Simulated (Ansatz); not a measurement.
GeH₆O, closed shell: a pair in one relaxed arrangement.

Input (in.yaml):

```yaml
crystal:
  periodic: [false, false, false]
  atoms:
    - {symbol: O, position_ang: [0.012099, -0.081882, -1.985383]}
    - {symbol: H, position_ang: [0.612600, 0.632952, -2.208691]}
    - {symbol: H, position_ang: [0.511126, -0.886796, -2.142098]}
    - {symbol: Ge, position_ang: [-0.232317, 0.066994, 1.252144]}
    - {symbol: H, position_ang: [-0.307292, 0.131403, 2.789203]}
    - {symbol: H, position_ang: [0.335516, -1.301593, 0.853592]}
    - {symbol: H, position_ang: [0.704312, 1.182465, 0.768760]}
    - {symbol: H, position_ang: [-1.636045, 0.256257, 0.672574]}
basis:
  gaussian: {orbitals: "def2-TZVPPD.json"}
hamiltonian: {xc: {name: wB97X-V}}
```

The basis file named in the input lies beside it (Basis Set Exchange, JSON).

Launched with

```bash
ansatz run in.yaml --threads 4 --pin off --events-out ev --progress --plain --max-ram 9574MiB
```

Output of Ansatz 0.2.0:

```
Functional definition: wB97X-V
  name "wB97X-V"
  cite "Mardirossian & Head-Gordon, Phys. Chem. Chem. Phys. 16, 9904 (2014) doi:10.1039/C3CP54374A"
  cite "Becke, J. Chem. Phys. 107, 8554 (1997) doi:10.1063/1.475007"
  cite "Vydrov & Van Voorhis, J. Chem. Phys. 133, 244103 (2010) doi:10.1063/1.3521275"
  parameter omega = 0.3/bohr
  parameter cx = 0.167
  parameter cx1 = 0.603
  parameter cx2 = 1.194
  parameter css0 = 0.556
  parameter css1 = -0.257
  parameter cos0 = 1.219
  parameter cos1 = -1.850
  parameter b = 6.0
  parameter c = 0.01
  exchange = spin_sum(e_x_unif_sr(omega)*poly(b97_u_x, 1 - cx, cx1, cx2)) + cx*exact_x_sr(omega) + exact_x_lr(omega)
  correlation = spin_sum(e_c_pw_same_spin*poly(b97_u_same, css0, css1))
      + integral(e_c_pw_opposite_spin*poly(b97_u_opposite, cos0, cos1)) + vv10(b, c)
952 factors; their error is unknown
283 factors; integrals over basis functions are off by at most 1.8e-5 eV
mean field evaluation 1: about -58654.4815 eV, gradient 4.6e1 eV
mean field evaluation 2: about -58654.1091 eV, gradient 5.0e1 eV
mean field evaluation 4: about -58657.7171 eV, gradient 8.2e-1 eV
mean field evaluation 8: about -58657.8753 eV, gradient 2.8e-2 eV
mean field -58657.87529113 eV, -2155.6371572130 hartree, gradient 2.6e-5 eV, S^2 0.000000; 0 other end points of the search recorded, 0 dependent functions left out
reference -58657.87528875 eV, -2155.6371571258 hartree; 23, 23 occupied and 173, 173 virtual orbitals, 952 factors
Total energy: -58657.87528875 eV, -2155.6371571258 hartree
```

The lines “mean field evaluation” count trial sets of orbitals through the whole run, from several starts and some on an approximate energy, so they need not fall steadily or lie above the final value.

Hardware: 4 CPU threads of an Arm Neoverse V1, shared host. Wall time about 3.8 s.
